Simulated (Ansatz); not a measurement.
Stepwise reaction of `F[SiH2]F` with hydrogen chloride, as a gas-phase model of exchange steps in deposition or etching. ΔE in kJ/mol; ΔG adds harmonic PBE0-D4 terms to CCSD(T)/CBS, at 1 bar.

Computed with Ansatz on PBE0-D4/def2-TZVP structures; ΔE is electronic, products minus reactants. CCSD(T)/CBS is the MP2 limit (def2-TZVPP, def2-QZVPP) plus CCSD(T) − MP2 in def2-TZVPP, frozen cores. This one scheme is used for every species. Functionals use def2-TZVPP. B3LYP here is the variant with VWN-RPA as its local correlation; programs differ in this.

| step | reaction | PBE-D4 | B3LYP-D4 | ωB97M-V | CCSD(T)/CBS | ΔG(600 K) |
| --- | --- | --- | --- | --- | --- | --- |
| 1 | `F[SiH2]F` + HCl → `F[SiH](F)Cl` + H₂ | -88.2 | -85.2 | -88.3 | -85.9 | -81.2 |

Question: Give the row of step 2, `F[SiH](F)Cl` + HCl → `F[Si](F)(Cl)Cl` + H₂. (Estimate.)

Answer: Ansatz gave: 
| step | reaction | PBE-D4 | B3LYP-D4 | ωB97M-V | CCSD(T)/CBS | ΔG(600 K) |
| --- | --- | --- | --- | --- | --- | --- |
| 2 | `F[SiH](F)Cl` + HCl → `F[Si](F)(Cl)Cl` + H₂ | -73.6 | -71.1 | -74.1 | -71.5 | -59.6 |

Question: By hand: ΔE of the 2 steps together at CCSD(T)/CBS.

Answer: (-85.9) + (-71.5) = -157.4 kJ/mol, or -78.7 kJ/mol a step.

In ΔE each step is higher than the one before. All are downhill at CCSD(T)/CBS. ΔG lies between -81.2 and -59.6 kJ/mol a step. PBE-D4 differs from CCSD(T)/CBS by -2.3 to -2.1 kJ/mol a step. Isolated molecules leave out the surface, adducts and barriers. Largest T1 diagnostic: 0.012.
